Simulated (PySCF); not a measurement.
# o-phenylenediamine (Nc1ccccc1N, C$_{6}$H$_{8}$N$_{2}$)

Molfile (atoms numbered from 1):
```
C6H8N2
     RDKit          3D

 16 16  0  0  0  0  0  0  0  0999 V2000
   -1.6488    1.3032    0.7335 N   0  0  0  0  0  0  0  0  0  0  0  0
   -0.4849    0.6502    0.3259 C   0  0  0  0  0  0  0  0  0  0  0  0
    0.7875    1.2113    0.4365 C   0  0  0  0  0  0  0  0  0  0  0  0
    1.9179    0.5250   -0.0108 C   0  0  0  0  0  0  0  0  0  0  0  0
    1.7807   -0.7419   -0.5685 C   0  0  0  0  0  0  0  0  0  0  0  0
    0.5109   -1.3065   -0.7014 C   0  0  0  0  0  0  0  0  0  0  0  0
   -0.6284   -0.6235   -0.2751 C   0  0  0  0  0  0  0  0  0  0  0  0
   -1.9169   -1.1520   -0.3610 N   0  0  0  0  0  0  0  0  0  0  0  0
   -2.2922    0.6795    1.2165 H   0  0  0  0  0  0  0  0  0  0  0  0
   -1.4783    2.1364    1.2848 H   0  0  0  0  0  0  0  0  0  0  0  0
    0.8918    2.1990    0.8953 H   0  0  0  0  0  0  0  0  0  0  0  0
    2.9044    0.9827    0.0894 H   0  0  0  0  0  0  0  0  0  0  0  0
    2.6579   -1.2940   -0.9129 H   0  0  0  0  0  0  0  0  0  0  0  0
    0.3952   -2.2936   -1.1588 H   0  0  0  0  0  0  0  0  0  0  0  0
   -2.5976   -0.4617   -0.6715 H   0  0  0  0  0  0  0  0  0  0  0  0
   -1.9774   -1.9915   -0.9256 H   0  0  0  0  0  0  0  0  0  0  0  0
  1  2  1  0
  2  3  2  0
  3  4  1  0
  4  5  2  0
  5  6  1  0
  6  7  2  0
  7  8  1  0
  7  2  1  0
  1  9  1  0
  1 10  1  0
  3 11  1  0
  4 12  1  0
  5 13  1  0
  6 14  1  0
  8 15  1  0
  8 16  1  0
M  END
```

The calculation used TDDFT CAM-B3LYP/aug-cc-pVDZ excited states, vertical, gas phase (PySCF). Geometry: PBE0-D3(BJ)/def2-SVP.

**Question.** Give the one- and two-photon strengths of the lowest singlets.

**Answer.** δ for parallel linear polarisation; σ at the peak of a Lorentzian of half width 0.1 eV, single beam; Ω is circular over linear.
| state | E (eV) | f | photon λ (nm) | δ (au) | σ (GM) | Ω | main |
| --- | --- | --- | --- | --- | --- | --- | --- |
| S1 | 4.59 | 0.015 | 540 | 152 | 1.17 | 1.50 | HOMO→LUMO 0.90 |
| S2 | 4.74 | 0.075 | 524 | 33.7 | 0.28 | 1.36 | HOMO→LUMO+3 0.53, HOMO→LUMO+4 0.15 |
| S3 | 5.11 | 0.001 | 485 | 82 | 0.78 | 0.87 | HOMO→LUMO+1 0.72, HOMO−1→LUMO 0.10 |
| S4 | 5.29 | 0.001 | 468 | 158 | 1.63 | 1.50 | HOMO→LUMO+2 0.91 |
| S5 | 5.46 | 0.049 | 454 | 52.8 | 0.58 | 1.50 | HOMO→LUMO+7 0.71, HOMO−1→LUMO+3 0.17 |
| S6 | 5.75 | 0.001 | 432 | 78.2 | 0.94 | 1.50 | HOMO−1→LUMO 0.65, HOMO→LUMO+1 0.13 |

Among these, the strongest one-photon state is S2, the strongest two-photon state S4, with a dipole change of 6.6 D (relaxed, norm of the difference vector).
